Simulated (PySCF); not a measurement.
Al2H4O4, SMILES [OH][Al]([OH])[Al]([OH])[OH].

Geometry optimised at B3LYP-D3(BJ)/def2-SVP. The structure was generated by enumeration; whether it is a known compound was not checked. Other conformers were not sampled.

Calculation: TDA-PBE/def2-SVPD in PySCF 2.14.0.

Vertical excitations; the highest root listed may be one member of a degenerate set.  State labels are in the subgroup D2.

| state | symmetry | energy (eV) | λ (nm) | f | main pairs |
|---|---|---|---|---|---|
| S1 | B3 | 5.85 | 212 | 0.000 | HOMO−1→LUMO, HOMO−2→LUMO+1 (degenerate set) |
| S2 | B2 | 5.85 | 212 | 0.000 | HOMO−1→LUMO+1, HOMO−2→LUMO (degenerate set) |
| S3 | B1 | 5.91 | 210 | 0.077 | HOMO→LUMO+2 43 %, HOMO−4→LUMO+1 28 %, HOMO−3→LUMO 28 % |
| S4 | A | 5.93 | 209 | 0.000 | HOMO−3→LUMO+1 49 %, HOMO−4→LUMO 49 % |
| S5 | B1 | 5.93 | 209 | 0.000 | HOMO−3→LUMO 50 %, HOMO−4→LUMO+1 50 % |
| S6 | A | 5.94 | 209 | 0.000 | HOMO−4→LUMO 49 %, HOMO−3→LUMO+1 49 % |
| S7 | A | 6.01 | 206 | 0.000 | HOMO−1→LUMO+2 98 % |
| S8 | B1 | 6.03 | 206 | 0.239 | HOMO→LUMO+2 49 %, HOMO−3→LUMO 21 %, HOMO−4→LUMO+1 21 % |
| S9 | B3 | 6.04 | 205 | 0.000 | HOMO−4→LUMO+2, HOMO−2→LUMO+1, HOMO−1→LUMO (degenerate set) |
| S10 | B2 | 6.04 | 205 | 0.000 | HOMO−3→LUMO+2, HOMO−2→LUMO, HOMO−1→LUMO+1 (degenerate set) |
| T1 | B3 | 4.69 | 264 | 0 | HOMO→LUMO+1 (degenerate set) |
| T2 | B2 | 4.69 | 264 | 0 | HOMO→LUMO (degenerate set) |
| T3 | B1 | 5.29 | 234 | 0 | HOMO→LUMO+2 94 % |
| T4 | B3 | 5.62 | 221 | 0 | HOMO−1→LUMO 58 %, HOMO−2→LUMO+1 41 % |
Triplets are in the Tamm–Dancoff approximation.
